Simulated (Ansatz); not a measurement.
Cost and result up the ladder for In₉Sb₉H₂₄, a nanocrystal cut from wurtzite InSb (hydrogen-capped) (42 atoms). The state is a singlet with charge 0. Geometry: PBE-D4/def2-SVP.

```tsv
atom	x (Å)	y (Å)	z (Å)
In1	1.774	4.874	2.641
Sb2	0.558	2.847	4.415
Sb3	1.372	3.147	0.365
In4	3.000	0.811	0.374
In5	-0.506	0.263	3.727
Sb6	1.616	-0.915	2.224
Sb7	2.678	-0.553	-2.105
In8	4.479	-2.778	-2.467
In9	0.811	-3.469	1.235
Sb10	3.073	-4.283	-0.346
In11	-1.359	2.796	-0.361
Sb12	-2.278	0.859	1.570
Sb13	-1.492	1.346	-2.808
In14	0.006	-1.072	-2.941
In15	-3.395	-1.552	0.530
Sb16	-1.059	-2.595	-0.736
In17	-4.148	1.149	-3.917
Sb18	-4.965	-0.620	-1.695
H19	3.450	4.880	3.095
H20	0.614	6.165	2.621
H21	1.598	2.520	5.746
H22	-0.682	3.560	5.372
H23	1.994	4.010	-0.992
H24	4.654	1.063	0.870
H25	-1.147	-0.653	5.063
H26	2.785	-1.305	3.426
H27	3.181	0.644	-3.240
H28	6.025	-2.413	-1.768
H29	4.082	-3.634	-3.924
H30	0.258	-4.640	2.400
H31	4.199	-4.864	0.818
H32	2.634	-5.846	-0.915
H33	-2.331	4.244	-0.305
H34	-3.615	1.612	2.350
H35	-0.612	2.371	-3.879
H36	-0.142	-1.952	-4.441
H37	-4.235	-2.594	1.645
H38	-1.611	-4.066	-1.440
H39	-5.025	2.619	-3.629
H40	-4.138	0.105	-5.304
H41	-6.405	-0.029	-0.962
H42	-5.693	-2.052	-2.311
```

Ansatz on 5 threads of AMD EPYC 7R13 on a shared host and a share (37 GiB) of an NVIDIA H100 80GB HBM3. Times are rough, and most runs start from the orbitals of an earlier one. PBE0-D4/def2-TZVP serves as the yardstick here, not as an exact answer. Differences are given only for rows in sets of like size (and for xTB, whose basis is part of the method), since another set adds its own error. Binding counts from free atoms at the same level (In doublet, Sb quartet, H doublet; other spins of the atoms weren't run), without zero-point energy or a counterpoise term.

In the def2 sets In, Sb take a core potential; there is no spin–orbit coupling. Single mean-field runs in def2-SVP, def2-TZVP are fitted with def2-universal-jkfit.

```
                          level  functions  binding energy per atom (eV)  difference from PBE0-D4/def2-TZVP (eV)
PBE0-D4/def2-TZVP (with forces)       1044                          2.20                                    0.00
               PBE-D4/def2-TZVP       1044                          2.21                                    0.01
               PBE0-D4/def2-SVP        588                          2.18                                       –
                PBE-D4/def2-SVP        588                          2.19                                       –
            r2SCAN-D4/def2-TZVP       1044                          2.20                                    0.00
```

**Question.** Estimate how long each takes.

**Answer.** PBE-D4/def2-SVP 7 s; PBE0-D4/def2-SVP 9 s; PBE-D4/def2-TZVP 11 s; r2SCAN-D4/def2-TZVP 13 s; PBE0-D4/def2-TZVP (with forces) 19 s. On shared hardware such times vary by a factor of up to 3.
